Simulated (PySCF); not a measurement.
**A small calculation by hand: oscillator strength and radiative lifetime**

C₃H₄O₂Si, SMILES O=C1CC(=O)[SiH2]1.

Geometry: B3LYP-D3(BJ)/def2-SVP. This is a generated structure with no PubChem entry under its InChIKey; it may be hypothetical.

TDDFT-B3LYP/def2-SVPD run with PySCF puts the first singlet state with f over 0.02 at 5.12 eV (vertical), with the transition dipole (0.000, 0.000, 0.728) in atomic units.

Question: Find the oscillator strength, the wavelength and the radiative lifetime that this transition would have in vacuum if emission retraced absorption.

Answer: 
|μ|² = 0.5300 au, so |μ| = 1.85 D. ΔE = 5.12/27.211 = 0.1882 hartree. f = (2/3) ΔE |μ|² = 0.066 (the program prints 0.066).
λ = 1239.84/5.12 = 242 nm; ν = 41296 cm⁻¹.
Einstein's coefficient A = 0.6670 ν² f s⁻¹ (ν in cm⁻¹) = 7.6e7 s⁻¹, so τ = 1/A = 13 ns. This state is S5; the lower singlets have f = 0.000, 0.003, 0.000, 0.000. The figure is the radiative limit of this one transition; relaxation, internal conversion, crossing to triplets and a medium change what is measured.
